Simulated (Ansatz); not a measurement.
Reactions of C2H10N2Si, SMILES `CN[SiH](C)N`.

Gas-phase electronic energies from Ansatz, PBE0-D4/def2-TZVP geometries. CBS: MP2 limit from def2 TZ/QZ plus the TZ coupled-cluster correction, frozen cores. This one scheme is used for every species. DFT in def2-TZVPP. Triplets are unrestricted, without spin–orbit coupling. For Br, Ge outer-core shells are correlated without core-valence functions, which leaves a few kJ/mol of doubt a bond. Scalar relativity is left out up to krypton. Each species was taken in one conformer, which may not be the lowest.

```
                                                                          reaction  CCSD(T)/CBS(def2) (kJ/mol)
                                   `CN[SiH](C)N` → `[CH2]` (triplet) + `CN[SiH2]N`                           ?
                                                `CN[SiH](C)N` → `C[SiH2]N` + `C=N`                         191
`CN[SiH](C)N` + `[CH3][GeH2][AlH][Cl]` → `C[SiH](N)[AlH][Cl]` + `C[NH][GeH2][CH3]`                          99
                    `CN[SiH](C)N` + `OB(F)O[SiH3]` → `COB(F)O[SiH3]` + `CN[SiH2]N`                           ?
                           `CN[SiH](C)N` + `O[SiH3]` → `C[SiH](N)O[SiH3]` + CH₃NH₂                         -67
                                   `CN[SiH](C)N` + `CBCl` → `C[SiH](N)Cl` + `CBNC`                        -101
                                      `CN[SiH](C)N` + HBr → `C[SiH](N)Br` + CH₃NH₂                         -50
                                                      `CN[SiH](C)N` → `NCC[SiH2]N`                         111
                                                    `CN[SiH](C)N` → `CC(N)N[SiH3]`                           ?
                                                      `CN[SiH](C)N` → `CN[SiH2]CN`                         163
```

Question: Fill in the missing values. (An estimate is asked.)

Answer: Ansatz gave: `CN[SiH](C)N` → `[CH2]` (triplet) + `CN[SiH2]N`: +484.1 kJ/mol; `CN[SiH](C)N` + `OB(F)O[SiH3]` → `COB(F)O[SiH3]` + `CN[SiH2]N`: +103.1 kJ/mol; `CN[SiH](C)N` → `CC(N)N[SiH3]`: +152.4 kJ/mol.

Largest T1 diagnostic: 0.012, for `OB(F)O[SiH3]`.
